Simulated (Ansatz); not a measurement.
Results of the Gaussian-basis code of Ansatz.

A structure relaxed at PBE0-D4/def2-TZVP, charge 0, multiplicity 1:

```xyz
8

O     0.935    1.653   -0.324
B     0.607    0.377   -0.646
B    -0.181   -0.616    0.466
S    -1.945   -0.562    0.604
H     1.402    2.115   -1.025
H     0.915   -0.039   -1.740
H     0.411   -1.406    1.142
H    -2.144   -1.523    1.524
```

**Question.** Give its formula and SMILES.

**Answer.** B2H4OS, `OBBS`.

**Question.** Summarise the bond lengths by kind.

**Answer.** 1 × B–O 1.356 Å; 1 × H–O 0.961 Å; 1 × B–B 1.686 Å; 2 × B–H 1.196 to 1.210 Å; 1 × B–S 1.771 Å; 1 × H–S 1.345 Å.
